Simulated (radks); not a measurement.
The numbers below are computed, except where a source is named.
The praseodymium ion Pr2+ inside a hard spherical wall (all orbitals vanish at R), configuration held at [Xe] 4f3 and not refilled when levels cross. Level of theory: scalar-relativistic Kohn-Sham, LDA (Slater exchange, VWN5 correlation), spin-polarised, spherical densities, point nucleus; open shells are filled with parallel spins first (spin-orbit coupling, left out, can overturn this in heavy ions) (a radial shooting solver on a logarithmic mesh with Libxc functionals). Eigenvalues in eV for spin up, with the zero of energy where the potential of the charges vanishes at infinity; a dash marks a level that is unbound or too diffuse for the functional's potential to be trusted. A positive occupied level is held by the wall or, in an anion where self-interaction has pushed it up, behind a barrier. The pressure on the wall is -dE/dV.

R (bohr)	E (hartree)	kinetic (hartree)	e(4d)	e(5s)	e(5p)	e(4f)	e(5d, empty)	e(6s, empty)	pressure (GPa)
free	-9230.0627	9801.140	-123.85	-52.523	-34.733	-14.785	-13.849	-13.303	0
20	-9230.0627	9801.140	-123.85	-52.523	-34.733	-14.785	-13.849	-13.303	< 0.0001
15	-9230.0627	9801.140	-123.85	-52.523	-34.733	-14.785	-13.849	-13.303	< 0.0001
10	-9230.0627	9801.140	-123.85	-52.523	-34.733	-14.785	-13.848	-13.299	< 0.0001
4	-9229.9787	9801.849	-122.02	-51.199	-33.349	-13.053	-10.419	-2.232	29.1
3.5	-9229.7861	9803.177	-119.62	-49.391	-31.284	-10.770	-6.643	8.174	126
3	-9229.1448	9806.893	-114.32	-45.075	-26.121	-5.657	1.688	29.834	575
1.5	-9183.7671	9973.367	-19.197	116.37	160.14	99.101	226.96	524.52	150000
